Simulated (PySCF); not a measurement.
C4H10SSi.
Bonds: C1–S2, S2–C3, C3–C4, C4–Si5, Si5–C6, C3–C6. Hydrogens: H7, H8, H9 on C1; H10 on C3; H11, H12 on C4; H13, H14 on Si5; H15, H16 on C6.

The same species was optimised twice, with GFN2-xTB and with PBE0-D3(BJ)/def2-SVP (PySCF), and the same property calculations (PySCF, gas phase) were run on both structures.

```
     coordinate  GFN2-xTB  PBE0-D3(BJ)/def2-SVP  change
     Si5–C6 (Å)     1.913                 1.897  -0.016
     C4–Si5 (Å)     1.912                 1.897  -0.015
      S2–C3 (Å)     1.828                 1.814  -0.014
      C3–C6 (Å)     1.538                 1.550  +0.012
      C3–C4 (Å)     1.536                 1.547  +0.011
      C1–S2 (Å)     1.814                 1.804  -0.010
  C3–C4–Si5 (°)      90.5                  86.5    -4.0
  C3–C6–Si5 (°)      90.4                  86.4    -4.0
   S2–C3–C6 (°)     114.6                 117.4    +2.8
  C4–Si5–C6 (°)      76.2                  78.1    +1.9
   C1–S2–C3 (°)      99.1                 100.1    +1.0
   C4–C3–C6 (°)     100.3                 101.0    +0.7
   S2–C3–C4 (°)     112.3                 112.0    -0.3
C1–S2–C3–C4 (°)       174                   179      +5
```

Rotational constants: A = 5852, B = 1248, C = 1114 MHz (GFN2-xTB) against A = 5801, B = 1266, C = 1110 MHz (PBE0-D3(BJ)/def2-SVP). Point groups within 0.08 Å: C1 and C1.

On the GFN2-xTB structure: lowest singlet, TDDFT (eV) 5.06 [PBE0/def2-SVPD]; isotropic polarisability (au) 95.6 [PBE0/def2-SVPD]; HOMO (eV) -6.21 [PBE0/def2-SVPD]; LUMO (eV) 0.05 [PBE0/def2-SVPD]; dipole (D) 1.64 [PBE0/def2-SVPD]; HOMO (eV) -6.19 [PBE0/pcSseg-1]; LUMO (eV) 0.22 [PBE0/pcSseg-1]; dipole (D) 1.61 [PBE0/pcSseg-1]; GIAO shielding of C1 (ppm) 166.8 [PBE0/pcSseg-1]; GIAO shielding of S2 (ppm) 459.2 [PBE0/pcSseg-1]; GIAO shielding of C3 (ppm) 140.8 [PBE0/pcSseg-1]; GIAO shielding of C4/C6 (mean) (ppm) 166.7 [PBE0/pcSseg-1]; GIAO shielding of Si5 (ppm) 395.7 [PBE0/pcSseg-1].

Q: What do these properties become on the PBE0-D3(BJ)/def2-SVP structure?

A: 
```csv
property,level,on GFN2-xTB,on PBE0-D3(BJ)/def2-SVP,change
"lowest singlet, TDDFT (eV)",PBE0/def2-SVPD,5.06,5.13,+0.07
isotropic polarisability (au),PBE0/def2-SVPD,95.6,97.1,+1.5
HOMO (eV),PBE0/def2-SVPD,-6.21,-6.26,-0.05
LUMO (eV),PBE0/def2-SVPD,0.05,0.10,+0.05
dipole (D),PBE0/def2-SVPD,1.64,1.48,-0.16
"energy, GFN2-xTB geometry as zero (kcal/mol)",PBE0/def2-SVPD,0.0,-3.1,-3.1
HOMO (eV),PBE0/pcSseg-1,-6.19,-6.24,-0.05
LUMO (eV),PBE0/pcSseg-1,0.22,0.29,+0.07
dipole (D),PBE0/pcSseg-1,1.61,1.45,-0.16
"energy, GFN2-xTB geometry as zero (kcal/mol)",PBE0/pcSseg-1,0.0,-2.9,-2.9
GIAO shielding of C1 (ppm),PBE0/pcSseg-1,166.8,165.5,-1.3
GIAO shielding of S2 (ppm),PBE0/pcSseg-1,459.2,474.3,+15.1
GIAO shielding of C3 (ppm),PBE0/pcSseg-1,140.8,139.5,-1.3
GIAO shielding of C4/C6 (mean) (ppm),PBE0/pcSseg-1,166.7,165.5,-1.2
GIAO shielding of Si5 (ppm),PBE0/pcSseg-1,395.7,390.1,-5.6
```

The heavy atoms differ by 0.113 Å rms after alignment. Among bonds between heavy atoms C4–Si5 and Si5–C6 change most and about equally (-0.016 to -0.015 Å). Changes are differences of the printed values. Neither structure is proved a minimum here.

Conformer computed: `[CH3:1][S:2][CH:3]1[CH2:4][SiH2:5][CH2:6]1`: C1–S2–C3–C4 179°.
